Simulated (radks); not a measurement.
Spherical jellium clusters: N electrons in a uniform positive sphere of charge N and radius rs N^(1/3), rs = 3.14 bohr. Calculated with a radial shooting solver with Libxc functionals: non-relativistic Kohn-Sham, exchange-only LDA, spin-polarised, spherical densities. Levels are named by radial order and angular momentum (1s, 1p, 1d, 2s, ...), and open shells are averaged over m.

N = 20, configuration 1s2 1p6 1d10 2s2. This is the lowest configuration that the search found. Occupied and some empty levels:

level,occupation,eigenvalue (eV),<r> (bohr)
1s,2,-5.9184,5.354
1p,6,-4.6892,6.381
1d,10,-3.1601,7.208
2s,2,-2.4865,6.439
1f,0,-1.4457,8.103
2p,0,-0.90564,8.959

Energy (eV): total -16.2825, kinetic 50.520, external -1492.8, Hartree 729.05, exchange-correlation -69.263, background 766.22. Static polarisability (adiabatic kernel): 981.1 bohr^3, against R^3 = 619.2 for a classical metal sphere.
